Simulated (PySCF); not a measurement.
One of the candidates below gave these computed data.

All candidates are C7H9NS.

| technique | computed result |
| --- | --- |
| Dipole | 4.07 D [PBE0/pcSseg-1] |
| Rotational structure | rotational constants A, B, C: 1.721, 0.977, 0.684 GHz [GFN2-xTB] |
| 1H NMR | chemical shifts (computed TMS as zero) by class: 7.09 (1 H), 6.67 (1 H), 6.49 (1 H), 5.57 (1 H), 5.44 (1 H), 3.62 (1 H), 2.75 (1 H), 2.45 (1 H), 2.08 (1 H) ppm [GIAO PBE0/pcSseg-1] |
| 13C NMR | chemical shifts (computed TMS as zero) by class: 212.2 (1 C), 144.8 (1 C), 123.9 (1 C), 88.4 (1 C), 83.1 (1 C), 50.6 (1 C), 49.8 (1 C) ppm [GIAO PBE0/pcSseg-1] |
| NMR, other nuclei | isotropic shieldings of nuclei other than C and H, by class: 117 (1 N), 173 (1 S) ppm [GIAO PBE0/pcSseg-1] |

Gas-phase values; electronic properties from PySCF, density fitting. Levels stand in brackets. Geometry: GFN2-xTB, one conformer, isolated molecule. NMR classes are plain means over equivalent atoms (diastereotopic ones count apart unless rotation or inversion swaps them), as if these changed places fast.

**Question.** Which candidate is it?
A. `NCc1ccc(S)cc1`
B. `C=C(C#N)[C@@H](C)C(C)=S`
C. `C#C[C@H](CC=C)C(N)=S`

**Answer.** C. It is `C#C[C@H](CC=C)C(N)=S`. Numbering: `[CH:1]#[C:2][C@H:3]([CH2:4][CH:5]=[CH2:6])[C:7]([NH2:8])=[S:9]`. Its formula, C7H9NS, gives 4 degrees of unsaturation: 0 rings and 4 π bonds in the structure found. 7 carbons fall into 7 classes; from least to most shielded: thiocarbonyl carbon [C7] (212.2 ppm), alkene CH carbon [C5] (144.8 ppm), terminal =CH2 carbon [C6] (123.9 ppm), alkyne carbon [C2] (88.4 ppm), terminal alkyne carbon [C1] (83.1 ppm), allylic carbon [C4] (50.6 ppm), propargylic carbon [C3] (49.8 ppm). Hydrogen classes from least to most shielded: 1 H on a nitrogen bound to a thiocarbonyl carbon, N8 (7.09 ppm), 1 H on a nitrogen bound to a thiocarbonyl carbon, N8 (6.67 ppm), 1 H on an alkene CH carbon, C5 (6.49 ppm), 1 H on a terminal =CH2 carbon, C6 (5.57 ppm), 1 H on a terminal =CH2 carbon, C6 (5.44 ppm), 1 H on a propargylic carbon, C3 (3.62 ppm), 1 H on an allylic carbon, C4 (2.75 ppm), 1 H on an allylic carbon, C4 (2.45 ppm), 1 H on a terminal alkyne carbon, C1 (2.08 ppm). The other shieldings belong to: 117 ppm, nitrogen bound to a thiocarbonyl carbon [N8]; 173 ppm, thiocarbonyl sulfur [S9]. The optimised geometry has point group C1 and is an asymmetric top.

The others, at the same levels:
- `NCc1ccc(S)cc1` fails: it has 5 carbon classes against 7; its computed 13C shifts are 149.0 (1 C), 140.6 (1 C), 133.3 (2 C), 131.7 (2 C), 53.9 (1 C) ppm, 1H shifts are 7.29 (2 H), 7.29 (2 H), 3.70 (2 H), 3.58 (1 H), 0.61 (2 H) ppm and rotational constant A is 4.372 GHz (against 1.721 GHz).
- `C=C(C#N)[C@@H](C)C(C)=S` fails: its computed 13C shifts are 278.9 (1 C), 143.7 (1 C), 131.0 (1 C), 123.3 (1 C), 66.7 (1 C), 40.4 (1 C), 19.2 (1 C) ppm, 1H shifts are 6.48 (1 H), 6.30 (1 H), 4.19 (1 H), 3.25 (3 H), 1.64 (3 H) ppm and rotational constant A is 1.989 GHz (against 1.721 GHz).

Each candidate is one conformer, not necessarily the lowest. The conformers computed, where there is a choice (atom-mapped SMILES and torsion angles):
- `[CH:1]#[C:2][C@H:3]([CH2:4][CH:5]=[CH2:6])[C:7]([NH2:8])=[S:9]`: C2–C3–C4–C5 63°, C3–C4–C5–C6 122°, C2–C3–C7–N8 32°, H–N8–C7–C3 180°, H–N8–C7–C3 -10°
- `[NH2:1][CH2:2][c:3]1[cH:4][cH:5][c:6]([SH:7])[cH:8][cH:9]1`: N1–C2–C3–C4 87°, H–N1–C2–C3 59°, H–N1–C2–C3 -59°, H–S7–C6–C5 1°
- `[CH2:1]=[C:2]([C:3]#[N:4])[C@@H:5]([CH3:6])[C:7]([CH3:8])=[S:9]`: C1–C2–C5–C6 140°, C2–C5–C7–C8 -82°
